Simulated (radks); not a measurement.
All-electron atom: Pr33+ in [Ar] 3d8. Calculated with a radial shooting solver on a logarithmic mesh with Libxc functionals: scalar-relativistic Kohn-Sham, LB94 model potential, spin-polarised, spherical densities, finite nucleus; open shells are filled with parallel spins first (spin-orbit coupling, left out, can overturn this in heavy ions); Fermi nuclear charge, rms radius 4.8919 fm.

Normalised radial functions P(r) = r R(r), r in bohr:

r         3s down
0.002541   0.3866
0.003179   0.4535
0.003946   0.5233
0.004936   0.5981
0.006127   0.6680
0.007665   0.7304
0.009513   0.7700
0.0119     0.7744
0.01477    0.7253
0.01833    0.6046
0.02293    0.3863
0.02846    0.0794
0.03561   -0.3229
0.0442    -0.7423
0.05529   -1.1130
0.06862   -1.2794
0.08585   -1.1150
0.1066    -0.5605
0.1333     0.3534
0.1654     1.3183
0.207      2.0436
0.2569     2.2090
0.3188     1.8343
0.3989     1.1448
0.495      0.5378
0.6193     0.1697
0.7686     0.0362

3s down: eigenvalue -2719.5 eV, 2 radial nodes at r = 0.0299, 0.123 bohr, <r> = 0.265 bohr, 90 % of the charge inside 0.387 bohr.
